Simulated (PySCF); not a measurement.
# Basis set benchmark on one molecule

Molecule: `CCCCS[SiH](Cl)Cl`, C₄H₁₀Cl₂SSi.

Geometry (Å), atoms numbered from 1 in this order:
```xyz
18

C    -1.667    1.012    0.069
C    -0.593    0.240    0.817
C     0.315   -0.557   -0.107
C     1.433   -1.318    0.585
S     2.574   -0.307    1.614
Si    3.257    1.091    0.185
Cl    4.875    2.015    1.044
Cl    3.808    0.133   -1.561
H    -2.310    0.341   -0.523
H    -1.221    1.739   -0.630
H    -2.316    1.572    0.758
H    -1.059   -0.447    1.545
H     0.022    0.934    1.415
H     0.743    0.107   -0.879
H    -0.283   -1.297   -0.668
H     1.028   -2.049    1.302
H     2.046   -1.869   -0.142
H     2.285    2.141   -0.202
```

Geometry PBE0-D3(BJ)/def2-SVP throughout; GIAO in PySCF, gas phase, one conformer, non-relativistic; equivalent atoms averaged; functional PBE0.

Reference values (measured; solution; U. Herzog, Habilitationsschrift, TU Bergakademie Freiberg, 2002/2003): δ(Si6) = 2.4 ppm vs TMS. Computed shifts are taken against TMS, calculated as an isolated molecule at each level.

Task: How do the basis sets STO-3G, pcSseg-0, 6-31G, 6-31G*, cc-pVDZ, def2-SVP, pcSseg-1, aug-cc-pVDZ, 6-311+G(2d,p) perform against the reference? Times are CPU seconds on shared hosts with different chips, so compare them loosely.

Result: 
```csv
basis set,functions,Si6,abs. error Si,core-s
STO-3G,66,33.0,30.6,8.1
pcSseg-0,108,70.0,67.6,14
6-31G,108,81.3,78.9,16
6-31G*,148,52.2,49.8,23
cc-pVDZ,178,31.6,29.2,32
def2-SVP,178,31.8,29.4,28
pcSseg-1,214,29.7,27.3,62
aug-cc-pVDZ,290,20.0,17.6,71
"6-311+G(2d,p)",308,22.6,20.2,70
```

For ²⁹Si the closest is aug-cc-pVDZ (17.6 ppm) and the furthest 6-31G (78.9 ppm). Where a smaller basis beats a larger one, errors probably cancel. One molecule is a small sample, and vibrational and solvent effects are absent from the calculation.

A small basis that lands close on one nucleus may do so by chance; judge by the trend and by all nuclei.
